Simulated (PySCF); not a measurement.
Cl3OW, doublet, geometry from GFN2-xTB (such geometries of metal compounds can be far from the true shape) (the multiplicity is a formal guess) (core potentials on W); DF-TPSS/def2-SVP in PySCF.

The PySCF input:
```python
from pyscf import gto, scf, dft

mol = gto.M(
    atom='''
W     0.28656828   -0.07038010   -0.03063510
O     1.50254517   -0.78817977   -0.92455592
Cl    0.34907231    0.95494835    1.85934368
Cl   -0.89030423    1.25989863   -1.41292706
Cl   -1.41326304   -1.53757844    0.12202132
''',
    basis='def2-svp',
    ecp={'W': 'def2-svp'},
    spin=1,
    verbose=4,
)

mf = dft.UKS(mol)
mf.xc = 'tpss'
mf.grids.radi_method = dft.radi.delley
mf = mf.density_fit(auxbasis='def2-universal-jkfit')
mf.kernel()
mf.analyze()
```

The log (banner, timings and long lists left out):

```
PySCF version 2.14.0

[INPUT] verbose = 4
[INPUT] num. atoms = 5
[INPUT] num. electrons = 73
[INPUT] charge = 0
[INPUT] spin (= nelec alpha-beta = 2S) = 1
[INPUT] symmetry False subgroup None
[INPUT] Mole.unit = angstrom
[INPUT] Symbol           X                Y                Z      unit          X                Y                Z       unit  Magmom
[...]
nuclear repulsion = 406.14184035276
number of shells = 42
number of NR pGTOs = 189
number of NR cGTOs = 100
basis = def2-svp
ecp = {'W': 'def2-svp'}

******** <class 'pyscf.df.df_jk.DFUKS'> ********
method = DFUKS
initial guess = minao
damping factor = 0
level_shift factor = 0
DIIS = <class 'pyscf.scf.diis.CDIIS'>
diis_start_cycle = 1
diis_space = 8
diis_damp = 0
SCF conv_tol = 1e-09
SCF conv_tol_grad = None
SCF max_cycles = 50
direct_scf = False
number electrons alpha = 37  beta = 36
XC library pyscf.dft.libxc version 7.1.2
    S. Lehtola, C. Steigemann, M. J. T. Oliveira, and M. A. L. Marques,  SoftwareX 7, 1–5 (2018)
XC functionals = tpss
    J. Tao, J. P. Perdew, V. N. Staroverov, and G. E. Scuseria,  Phys. Rev. Lett. 91, 146401 (2003)
    J. P. Perdew, J. Tao, V. N. Staroverov, and G. E. Scuseria,  J. Chem. Phys. 120, 6898 (2004)
    J. Tao, J. P. Perdew, V. N. Staroverov, and G. E. Scuseria,  Phys. Rev. Lett. 91, 146401 (2003)
    J. P. Perdew, J. Tao, V. N. Staroverov, and G. E. Scuseria,  J. Chem. Phys. 120, 6898 (2004)
radial grids: B. Delley radial grids. Ref. JCP 104, 9848 (1996); DOI:10.1063/1.471749. log2 algorithm
becke partition: Becke, JCP 88, 2547 (1988); DOI:10.1063/1.454033
pruning grids: <function nwchem_prune>
grids dens level: 3
symmetrized grids: False
atomic radii adjust function: <function treutler_atomic_radii_adjust>
small_rho_cutoff = 0
Set gradient conv threshold to 3.16228e-05
tot grids = 95552
init E= -1510.57050390768

cycle= 1 E= -1522.40429701512  delta_E= -11.8  |g|= 0.828  |ddm|= 5.16
cycle= 2 E= -1516.3470882531  delta_E= 6.06  |g|= 3.07  |ddm|= 2.97
cycle= 3 E= -1522.63981030524  delta_E= -6.29  |g|= 0.331  |ddm|= 2.75
cycle= 4 E= -1522.68327023449  delta_E= -0.0435  |g|= 0.156  |ddm|= 0.479
cycle= 5 E= -1522.68008400633  delta_E= 0.00319  |g|= 0.162  |ddm|= 0.312
cycle= 6 E= -1522.6957764765  delta_E= -0.0157  |g|= 0.0171  |ddm|= 0.189
cycle= 7 E= -1522.69586703872  delta_E= -9.06e-05  |g|= 0.00856  |ddm|= 0.0187
cycle= 8 E= -1522.69588755153  delta_E= -2.05e-05  |g|= 0.00529  |ddm|= 0.00938
cycle= 9 E= -1522.6958977391  delta_E= -1.02e-05  |g|= 0.00266  |ddm|= 0.00419
cycle= 10 E= -1522.69590090716  delta_E= -3.17e-06  |g|= 0.00037  |ddm|= 0.00225
cycle= 11 E= -1522.69590096673  delta_E= -5.96e-08  |g|= 5.72e-05  |ddm|= 0.00036
cycle= 12 E= -1522.69590096834  delta_E= -1.61e-09  |g|= 1.94e-05  |ddm|= 7.66e-05
cycle= 13 E= -1522.6959009685  delta_E= -1.61e-10  |g|= 6.52e-06  |ddm|= 2.48e-05
Extra cycle  E= -1522.69590096835  delta_E= 1.5e-10  |g|= 1.86e-05  |ddm|= 2.25e-05
converged SCF energy = -1522.69590096835  <S^2> = 0.75370226  2S+1 = 2.0036988
**** SCF Summaries ****
Total Energy =                       -1522.695900968348042
Nuclear Repulsion Energy =             406.141840352759857
One-electron Energy =                -2931.321644436390670
Two-electron Energy =                 1002.483903115282828
Two-electron Coulomb Energy =         1103.563850832560320
DFT Exchange-Correlation Energy =     -101.079947717277520
**** MO energy ****
                             alpha | beta                alpha | beta
[...]
spin_pop of  0 W 5s        0.00025
spin_pop of  0 W 6s        0.01922
spin_pop of  0 W 7s        0.00120
spin_pop of  0 W 8s       -0.00012
spin_pop of  0 W 9s        0.00025
spin_pop of  0 W 10s        0.00035
spin_pop of  0 W 5px       0.00201
spin_pop of  0 W 5py       0.00320
spin_pop of  0 W 5pz       0.00640
spin_pop of  0 W 6px      -0.00075
spin_pop of  0 W 6py      -0.00068
spin_pop of  0 W 6pz      -0.00075
spin_pop of  0 W 7px       0.00258
spin_pop of  0 W 7py      -0.00063
spin_pop of  0 W 7pz       0.00249
spin_pop of  0 W 5dxy      0.02023
spin_pop of  0 W 5dyz      0.21524
spin_pop of  0 W 5dz^2     0.33008
spin_pop of  0 W 5dxz      0.01477
spin_pop of  0 W 5dx2-y2    0.17404
spin_pop of  0 W 6dxy      0.00455
spin_pop of  0 W 6dyz      0.01603
spin_pop of  0 W 6dz^2     0.03922
spin_pop of  0 W 6dxz      0.00306
spin_pop of  0 W 6dx2-y2    0.05341
spin_pop of  0 W 5f-3     -0.00003
spin_pop of  0 W 5f-2      0.00006
spin_pop of  0 W 5f-1      0.00067
spin_pop of  0 W 5f+0      0.00001
spin_pop of  0 W 5f+1      0.00126
spin_pop of  0 W 5f+2      0.00039
spin_pop of  0 W 5f+3     -0.00003
spin_pop of  1 O 1s       -0.00000
spin_pop of  1 O 2s       -0.00041
spin_pop of  1 O 3s        0.00040
spin_pop of  1 O 2px      -0.00951
spin_pop of  1 O 2py      -0.01957
spin_pop of  1 O 2pz      -0.01004
spin_pop of  1 O 3px       0.00092
spin_pop of  1 O 3py       0.00116
spin_pop of  1 O 3pz       0.00103
spin_pop of  1 O 3dxy      0.00002
spin_pop of  1 O 3dyz      0.00028
spin_pop of  1 O 3dz^2     0.00009
spin_pop of  1 O 3dxz      0.00013
spin_pop of  1 O 3dx2-y2    0.00010
spin_pop of  2 Cl 1s        0.00000
spin_pop of  2 Cl 2s        0.00000
spin_pop of  2 Cl 3s        0.00022
spin_pop of  2 Cl 4s        0.00043
spin_pop of  2 Cl 2px       0.00000
spin_pop of  2 Cl 2py       0.00000
spin_pop of  2 Cl 2pz       0.00000
spin_pop of  2 Cl 3px       0.00730
spin_pop of  2 Cl 3py      -0.00362
spin_pop of  2 Cl 3pz      -0.00152
spin_pop of  2 Cl 4px       0.00361
spin_pop of  2 Cl 4py       0.00075
spin_pop of  2 Cl 4pz       0.00012
spin_pop of  2 Cl 3dxy      0.00102
spin_pop of  2 Cl 3dyz      0.00141
spin_pop of  2 Cl 3dz^2     0.00012
spin_pop of  2 Cl 3dxz      0.00130
spin_pop of  2 Cl 3dx2-y2    0.00038
spin_pop of  3 Cl 1s        0.00000
spin_pop of  3 Cl 2s       -0.00000
spin_pop of  3 Cl 3s        0.00057
spin_pop of  3 Cl 4s        0.00017
spin_pop of  3 Cl 2px       0.00000
spin_pop of  3 Cl 2py      -0.00000
spin_pop of  3 Cl 2pz       0.00000
spin_pop of  3 Cl 3px       0.02810
spin_pop of  3 Cl 3py       0.01185
spin_pop of  3 Cl 3pz      -0.00111
spin_pop of  3 Cl 4px       0.00481
spin_pop of  3 Cl 4py       0.00667
spin_pop of  3 Cl 4pz       0.00037
spin_pop of  3 Cl 3dxy      0.00008
spin_pop of  3 Cl 3dyz      0.00072
spin_pop of  3 Cl 3dz^2     0.00011
spin_pop of  3 Cl 3dxz      0.00152
spin_pop of  3 Cl 3dx2-y2    0.00473
spin_pop of  4 Cl 1s        0.00000
spin_pop of  4 Cl 2s       -0.00000
spin_pop of  4 Cl 3s        0.00058
spin_pop of  4 Cl 4s        0.00004
spin_pop of  4 Cl 2px       0.00000
spin_pop of  4 Cl 2py      -0.00000
spin_pop of  4 Cl 2pz       0.00000
spin_pop of  4 Cl 3px       0.01245
spin_pop of  4 Cl 3py       0.00038
spin_pop of  4 Cl 3pz       0.02600
spin_pop of  4 Cl 4px       0.00299
spin_pop of  4 Cl 4py       0.00279
spin_pop of  4 Cl 4pz       0.00514
spin_pop of  4 Cl 3dxy      0.00006
spin_pop of  4 Cl 3dyz      0.00147
spin_pop of  4 Cl 3dz^2     0.00027
spin_pop of  4 Cl 3dxz      0.00183
spin_pop of  4 Cl 3dx2-y2    0.00334
In total            37.00000 | 36.00000
Dipole moment(X, Y, Z, Debye):  0.60195,  0.68444,  1.45264
```
